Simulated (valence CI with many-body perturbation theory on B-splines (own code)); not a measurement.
**Sb29+: input, log and results**

Computed by valence CI with perturbative core correlation (CI+MBPT): four valence electrons over a frozen Dirac-Fock core [Ar], radial functions for each j: 7 s, 7 p, 8 d, 6 f, 4 g, 1 h, with the one-electron correlation potential Σ1 (screened to all orders), the two-electron term Σ2, the three-electron term Σ3, Breit, model QED; selected single and double excitations, second order for the rest, scaled by the run's own slope (own B-spline code, finite nucleus).

Command, and the settings that its task file holds:

```sh
python run_cv.py task.json out
```

```
atom Sb  Z=51  mass_number=121  rms_radius_fm=4.6802
core [Ar]
valence 3d4
avg = 1
basis = M
beyond = 1
breit = 1
cap = 32000
capref = 2200
cscale = 1
de = 0.0
dress = 0
eps = 2e-08
extrap = 1
h = 0.27
hh = 1
l2 = 3
lcore = 6
maxit = 60
n2 = 5
natural = 1
nlev = 190
nno = [4, 4, 5, 4, 3, 1]
nroot = 40
nsp = [3, 3, 3, 2, 1, 0]
pt2 = 1
qed = 1
rpa = 1
s1 = 1
s2 = 1
s3 = 1
screen = 1
tol = 2e-05
whole = 1
```

It took 24 s on 1 thread of Intel(R) Xeon(R) Processor @ 2.30GHz, with other jobs on the host.

Log. The first blocks belong to the next ion, which gives the ionisation energy. Fields: 2J, parity (1 odd), roots, reference size, generating configurations, candidates as configurations/state functions, variational space P, stored matrix elements, Davidson steps; e2 is the range of second-order energies in hartree. The first line gives the box (bohr), its intervals, the orbitals and the steps of their self-consistent field. Window is the range of levels sought, series limit the energy at which the first omitted orbital would enter, core excitation an estimate of the first excitation out of the core, left out the lowest levels not solved, and shifts from estimates the range by which levels moved from their first estimate, all in cm⁻¹.

```
rmax 3.8 intervals 58 orbitals 59 references ['3d4', '3d3 4s', '3d3 4p'] scf 4 t 0.6
2J=3 par=0 roots 2 ref 41 generators 4 cand 1206/3132 P 1228/3173 nnz 2.7e+06 it 5
2J=3 par=0 roots 2 ref 41 generators 6 cand 315/781 P 1543/3954 nnz 4e+06 it 5
   second order: generators 7 cand 1735/4088 e2 -0.00000 -0.00000
2J=5 par=0 roots 2 ref 45 generators 3 cand 982/3142 P 1003/3187 nnz 2.8e+06 it 4
2J=5 par=0 roots 2 ref 45 generators 4 cand 469/1243 P 1472/4430 nnz 5.1e+06 it 4
   second order: generators 7 cand 1910/5378 e2 -0.00001 -0.00001
2J=7 par=0 roots 2 ref 35 generators 2 cand 998/3136 P 1016/3171 nnz 2.8e+06 it 4
2J=7 par=0 roots 2 ref 35 generators 3 cand 513/1466 P 1529/4637 nnz 5.7e+06 it 4
   second order: generators 6 cand 1739/5050 e2 -0.00001 -0.00000
reference levels 1454, estimated 34, window 649355 1/cm; series limit 10722659, core excitation 1435149
2J=0 par=0 roots 5 ref 37 generators 4 cand 921/1602 P 2202/4123 nnz 3.4e+06 it 4
2J=0 par=0 roots 5 ref 37 generators 4 cand 157/253 P 2359/4376 nnz 3.8e+06 it 3
   second order: generators 8 cand 4890/12751 e2 -0.00004 -0.00000
2J=2 par=0 roots 4 ref 93 generators 3 cand 791/3736 P 1271/6328 nnz 8.9e+06 it 4
2J=2 par=0 roots 4 ref 93 generators 3 cand 1087/4910 P 2358/11238 nnz 2.6e+07 it 5
   second order: generators 4 cand 1881/14265 e2 -0.00001 -0.00000
2J=4 par=0 roots 8 ref 133 generators 4 cand 535/3796 P 878/6398 nnz 9.4e+06 it 8
2J=4 par=0 roots 8 ref 133 generators 4 cand 1576/10182 P 2454/16580 nnz 5.7e+07 it 8
   second order: generators 5 cand 1860/20777 e2 -0.00001 -0.00000
2J=6 par=0 roots 6 ref 136 generators 3 cand 447/3813 P 755/6393 nnz 9.8e+06 it 7
2J=6 par=0 roots 6 ref 136 generators 3 cand 1597/11454 P 2352/17847 nnz 6.8e+07 it 8
   second order: generators 4 cand 1937/24493 e2 -0.00001 -0.00001
2J=8 par=0 roots 7 ref 121 generators 4 cand 481/3827 P 791/6360 nnz 9.7e+06 it 9
2J=8 par=0 roots 7 ref 121 generators 4 cand 1564/11033 P 2355/17393 nnz 6.5e+07 it 8
   second order: generators 6 cand 3509/39959 e2 -0.00002 -0.00001
2J=10 par=0 roots 2 ref 88 generators 2 cand 542/3790 P 918/6358 nnz 9.8e+06 it 4
2J=10 par=0 roots 2 ref 88 generators 2 cand 1126/7229 P 2044/13587 nnz 4.2e+07 it 5
   second order: generators 2 cand 380/2252 e2 -0.00001 -0.00001
2J=12 par=0 roots 2 ref 56 generators 2 cand 668/3856 P 1179/6337 nnz 9.6e+06 it 4
2J=12 par=0 roots 2 ref 56 generators 2 cand 794/4342 P 1973/10679 nnz 2.6e+07 it 4
   second order: generators 2 cand 216/1277 e2 -0.00001 -0.00001
left out: unestimated 5522238, estimated none, shifts from estimates -290 to 57
operators 1.1
```

The Davidson iterations converged.

No measured spectrum was set against this ion. As an estimate, large intervals hold to a few tenths of a per cent, small ones and those within an open d or f shell to about a per cent. Only levels of the ground parity were solved; by the run's estimate the other parity begins above the list, which can be wrong where configurations are misplaced.

```
Valence energy                            : -268.4383 hartree
Ionisation energy                         : 1698.1 eV (NIST: 1698 ± 4 eV (theoretical))
Reference configurations for the orbitals : 3d4, 3d3 4s, 3d3 4p
Radial orbitals                           : 59
Box radius                                : 3.82 bohr
Largest variational space                 : 17847
Lowest levels                             : (3d3/2^4) J=0 0.0, (3d3/2^3 3d5/2) J=1 53388, (3d3/2^3 3d5/2) J=2 88872, (3d3/2^3 3d5/2) J=3 110040, (3d3/2^3 3d5/2) J=4 112170, (3d3/2^2 3d5/2^2) J=0 [a] 159300, (3d3/2^2 3d5/2^2) J=4 [a] 168950, (3d3/2^2 3d5/2^2) J=3 [a] 190420, (3d3/2^2 3d5/2^2) J=2 [a] 193070, (3d3/2^2 3d5/2^2) J=5 204280, (3d3/2^2 3d5/2^2) J=1 209900, (3d3/2^2 3d5/2^2) J=6 218000, (3d3/2^2 3d5/2^2) J=4 [b] 236900, (3d3/2^2 3d5/2^2) J=2 [b] 243210 cm⁻¹
```

Levels are named by their leading jj configuration (3d3/2^4 stands for four electrons in 3d with j = 3/2), which in mixed levels can hold well under half, so a name can repeat and another be missing. Letters in brackets count levels of one name in rising energy.
